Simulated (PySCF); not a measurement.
C5H4O, SMILES C1=CC=CC1=O. Geometry optimised at PBE-D3(BJ)/def2-SVP.

Computed equilibrium geometry at PBE-D3(BJ)/def2-SVP (PySCF confirms it by a frequency run) as Cartesian coordinates in Å, and its point group:
point group C2v.
```xyz
10

O      0.0000     0.0000     2.0457
C      0.0000     0.0000     0.8263
C      0.0000     1.2103    -0.0857
C      0.0000     0.7515    -1.3583
C      0.0000    -0.7515    -1.3583
C      0.0000    -1.2103    -0.0857
H      0.0000     2.2444     0.2782
H      0.0000     1.3556    -2.2766
H      0.0000    -1.3556    -2.2766
H      0.0000    -2.2444     0.2782
```
